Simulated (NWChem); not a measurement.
## Basis-set convergence for HClOSn

```xyz
4

Sn     0.2116    -0.5438     0.0000
Cl    -1.5350     1.1470     0.0000
O      1.7596     0.7519     0.0000
H      1.4378     1.6775     0.0000
```
Charge 0, spin multiplicity 1.

The numbers come from NWChem runs, not from measurements. Structure: optimised with PBE/def2-SVP with def2 effective core potentials on Sn, a minimum by its harmonic frequencies. It is one conformer; others weren't searched.

Quantity: LUMO energy at the level PBE.

Effective core potentials replace the inner electrons of Sn; spin-orbit coupling is left out. The structure started from a generated list of species.

Relative cost: rough, from shared machines, SCF included, def2-SVP = 1.

| basis | functions | LUMO energy (eV) | relative cost |
|---|---|---|---|
| def2-SVP | 63 | -3.15 | 1 |
| def2-SVPD | 90 | ? | under 3 |
| def2-TZVP | 124 | -3.35 | 3 |
| def2-TZVPP | 137 | -3.35 | 3 |
| def2-TZVPD | 151 | ? | 5 |
| def2-QZVP | 239 | ? | 70 |

Problem. Some entries are withheld; supply them.

Solution. 
- def2-SVPD, LUMO energy (eV): -3.47
- def2-TZVPD, LUMO energy (eV): -3.43
- def2-QZVP, LUMO energy (eV): -3.41
